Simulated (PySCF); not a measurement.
How the method changes the constants of TlBr

State: ¹Σ⁺ (singlet), closed shell. Set-up: Tl def2-SVP with ECP60, Br def2-SVP; scalar-relativistic core potentials (PySCF 2.14). De refers to Tl + Br in their high-spin ground configurations, without counterpoise correction. A positive dipole means Tl(−)Br(+).

| Level | Re (Å) | ωe (cm⁻¹) | De (eV) | μ (D) | CPU s a point (SCF and correlation, without the integrals) |
| --- | --- | --- | --- | --- | --- |
| RHF | 2.706 | 186 | 2.88 | -5.21 | 0.065 |
| RHF-MP2 | 2.666 | 199 | 3.83 | n/a | 0.1 |
| RHF-SCS-MP2 | 2.678 | 196 | 3.71 | n/a | n/a |
| RHF-CCSD | 2.679 | 196 | 3.60 | n/a | n/a |
| RHF-CCSD(T) | 2.678 | 196 | 3.67 | n/a | 1.4 |
| PBE | 2.686 | 190 | 4.14 | -4.09 | 0.38 |
| PBEsol | 2.654 | 198 | 4.35 | -3.89 | 0.28 |
| revPBE | 2.706 | 184 | 3.96 | -4.29 | 0.27 |
| r²SCAN | 2.670 | 195 | 4.11 | -4.34 | 0.48 |
| PBE0 | 2.668 | 195 | 4.01 | -4.43 | 0.79 |
| BHandHLYP | 2.677 | 193 | 3.76 | -4.65 | 0.33 |

Which functional lies closest to RHF-CCSD(T) in De, which farthest, and by how much do they differ from it?

Closest is BHandHLYP (-0.1 pm in Re, -1.5 % in ωe, +0.09 eV in De against RHF-CCSD(T) in the same basis), farthest PBEsol (-2.4 pm in Re, +1.0 % in ωe, +0.68 eV in De). CCSD(T) converges more slowly with the basis than the functionals do and binds too weakly in this one, so the order can change at the basis-set limit.

What does the step from GGA to meta-GGA do here, going from PBE to r²SCAN?

r²SCAN less PBE: -1.6 pm in Re, +2.6 % in ωe, -0.03 eV in De. 

What does the triples do here, going from RHF-CCSD to RHF-CCSD(T)?

RHF-CCSD(T) less RHF-CCSD: -0.1 pm in Re, +0.0 % in ωe, +0.07 eV in De. Correlation nearly always deepens the well. The bond length hardly moves.

Measured (Huber and Herzberg, Constants of Diatomic Molecules (1979)): Re = 2.618191 Å, ωe = 192.1 cm⁻¹.

Correlated steps freeze 13 core orbitals. Correlated levels converge slowly with the basis: in double zeta they bind strong bonds too weakly, by up to about 1 eV, and carry superposition errors of some tenths. These are scalar-relativistic numbers at best; spin–orbit coupling would shift them, the dissociation energy most. Where the molecule has an RHF reference, its open-shell atoms are computed with UHF.

The whole job (state search and all levels along the bond) took about 0.97 min on 1 thread of Intel Xeon 6975P-C (shared host), peak memory 0.72 GiB.
